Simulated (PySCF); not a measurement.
Excitations are Tamm–Dancoff values on a coarser integration grid. The basis has no diffuse functions, so Rydberg states are missing or too high.

Cartesian coordinates (Å):
```xyz
12

S      2.7553     0.0392    -0.1391
C      0.9869     0.1310    -0.0541
C      0.1395    -0.9908     0.0372
C     -1.2445    -0.7859     0.0980
C     -1.7383     0.5279     0.0658
N     -0.9400     1.6045    -0.0210
C      0.3812     1.4112    -0.0793
H      2.8348    -1.3189    -0.0843
H      0.5565    -2.0099     0.0605
H     -1.9330    -1.6414     0.1698
H     -2.8247     0.7198     0.1123
H      1.0142     2.3151    -0.1506
```
Charge 0, multiplicity 1.

Q: Give the HOMO, S1–T1 gap (TDA), T1 excitation (TDA), S1 oscillator strength and LUMO at the level PBE-D3(BJ)/def2-TZVP // PBE-D3(BJ)/def2-SVP (PySCF).

A: 
```
Item                       Value
----------------------  --------
HOMO                    -5.68 eV
S1–T1 gap (TDA)          0.73 eV
T1 excitation (TDA)      3.45 eV
S1 oscillator strength     0.029
LUMO                    -1.97 eV
```
